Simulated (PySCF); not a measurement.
# Bond length, frequency and bond energy of MoO by level of theory

State: ⁵Π (quintet), unpaired electrons σ ↑, π ↑, δ ↑↑. Set-up: Mo def2-TZVPP with ECP28, O def2-TZVPP; scalar-relativistic core potentials (PySCF 2.14). De refers to Mo (4d5 5s1) + O in their high-spin ground configurations, without counterpoise correction. The functionals are run spin-unrestricted. A positive dipole means Mo(−)O(+).

```json
{"Level": "ROHF", "Re (Å)": "1.662", "ωe (cm⁻¹)": "1051", "De (eV)": "n/a", "μ (D)": "-4.10"}
{"Level": "ROHF-MP2", "Re (Å)": "1.694", "ωe (cm⁻¹)": "963", "De (eV)": "n/a", "μ (D)": "n/a"}
{"Level": "ROHF-SCS-MP2", "Re (Å)": "1.696", "ωe (cm⁻¹)": "963", "De (eV)": "n/a", "μ (D)": "n/a"}
{"Level": "PBE", "Re (Å)": "1.699", "ωe (cm⁻¹)": "946", "De (eV)": "6.12", "μ (D)": "-2.86"}
{"Level": "PBEsol", "Re (Å)": "1.689", "ωe (cm⁻¹)": "969", "De (eV)": "6.50", "μ (D)": "-2.79"}
{"Level": "TPSS", "Re (Å)": "1.704", "ωe (cm⁻¹)": "941", "De (eV)": "5.76", "μ (D)": "-3.05"}
{"Level": "r²SCAN", "Re (Å)": "1.694", "ωe (cm⁻¹)": "957", "De (eV)": "5.41", "μ (D)": "-3.13"}
{"Level": "PBE0", "Re (Å)": "1.681", "ωe (cm⁻¹)": "980", "De (eV)": "5.11", "μ (D)": "-3.22"}
{"Level": "HSE06", "Re (Å)": "1.683", "ωe (cm⁻¹)": "974", "De (eV)": "5.10", "μ (D)": "-3.21"}
{"Level": "MN15", "Re (Å)": "1.677", "ωe (cm⁻¹)": "1017", "De (eV)": "5.76", "μ (D)": "-3.43"}
{"Level": "M06-2X", "Re (Å)": "1.671", "ωe (cm⁻¹)": "1024", "De (eV)": "5.49", "μ (D)": "-3.16"}
```

Question: What does a quarter of exact exchange do here, going from PBE to PBE0?

Answer: PBE0 less PBE: -1.8 pm in Re, +3.6 % in ωe, -1.01 eV in De. Exact exchange removes part of the self-interaction that spreads semilocal densities, and in most molecules shortens and stiffens the bond and lowers De; so it does here.

Question: What does second-order correlation do here, going from ROHF to ROHF-MP2?

Answer: ROHF-MP2 less ROHF: +3.2 pm in Re, -8.4 % in ωe. Correlation nearly always deepens the well. The bond lengthens, as in strong covalent bonds, where excitations into antibonding orbitals dominate.

Correlated steps freeze 1 core orbital. The metal atom is held in its measured ground configuration; semilocal functionals can put another filling of s and d lower by some tenths of an eV, and De to that atom would be smaller. Spin–orbit coupling is left out, which matters for elements this heavy, above all for dissociation energies. UHF is strongly spin-contaminated for MoO, so the ROHF reference used there is far from stable. The state is the lowest single determinant that the PBE0 search found; with open d or f shells the true ground state can be another one.

The whole job (state search and all levels along the bond) took about 4.8 min on 1 thread of Intel Xeon 6975P-C (shared host), peak memory 2.1 GiB.
